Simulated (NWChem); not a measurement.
# imidazole (C₃H₄N₂); SMILES c1c[nH]cn1

```xyz
9

C     -0.9184    -0.7300     0.0000
C     -0.9624     0.6419     0.0000
N      0.3592     1.0423     0.0000
C      1.1241    -0.0912     0.0000
N      0.3849    -1.1787     0.0000
H     -1.7496    -1.4222     0.0000
H     -1.7771     1.3501     0.0000
H      0.6942     1.9945     0.0000
H      2.2057    -0.0588     0.0000
```
Atoms are numbered in this order, from 1.

Level: B3LYP/6-31G* (spherical d) (NWChem), optimised geometry, unscaled harmonic frequencies. 

Problem. List the harmonic frequencies with IR intensities, and the thermochemistry.

Solution. 
```csv
frequency (cm⁻¹),IR intensity (km/mol)
504,99.4
645,13.2
684,3.4
720,22.6
802,30.8
858,5.2
905,8.7
944,1.6
1083,33.7
1107,18.6
1158,2.5
1174,5.3
1294,0.5
1384,8.3
1451,15.8
1521,18.9
1577,13.4
3265,8.4
3269,2.1
3297,2.8
3653,43.6
```

```yaml
zero_point_energy: 44.7 kcal/mol
thermal correction to the enthalpy at 298.15 K (with zero-point energy): 47.7 kcal/mol
heat capacity Cv: 13.4 cal/(mol K)
entropy at 298.15 K and 1 atm (symmetry number 1): 65.2 cal/(mol K)
dipole_moment: 3.71 D
```

Rigid rotor and harmonic oscillator.
